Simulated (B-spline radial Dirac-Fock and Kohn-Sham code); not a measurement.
## Auger decay of the K hole in Nb⁺

System: niobium as Nb⁺, configuration [Kr] 4d4.

Calculated with a B-spline atomic structure program, using independent-particle radiative and Coulomb Auger rates from relativistic LDA hole-state orbitals, with Dirac-Fock energies. Kinetic energies are configuration averages from the vacuum level; the two-hole energies are estimated from single-hole states.

| transition | kinetic energy (eV) | width (meV) | share (%) |
| --- | --- | --- | --- |
| K-L1L1 | 13469.6 | 63.0 | 6.1 |
| K-L1L2 | 13714.3 | 77.2 | 7.5 |
| K-L1L3 | 13810.3 | 123 | 12.0 |
| K-L2L3 | 14027.0 | 302 | 29.4 |
| K-L3L3 | 14121.2 | 158 | 15.4 |
| K-L1M1 | 15761.4 | 19.9 | 1.9 |
| K-L1M3 | 15865.2 | 20.1 | 2.0 |
| K-L2M3 | 16101.5 | 42.2 | 4.1 |
| K-L3M2 | 16179.4 | 41.6 | 4.1 |
| K-L3M3 | 16197.2 | 44.9 | 4.4 |

The listed channels hold 87 % of the non-radiative rate. Summed by principal shells, of 1.03 eV in all: KLL 71.8 %, KLM 22.8 %, KLN 3.1 %, KMM 1.7 %, KMN 0.5 %.
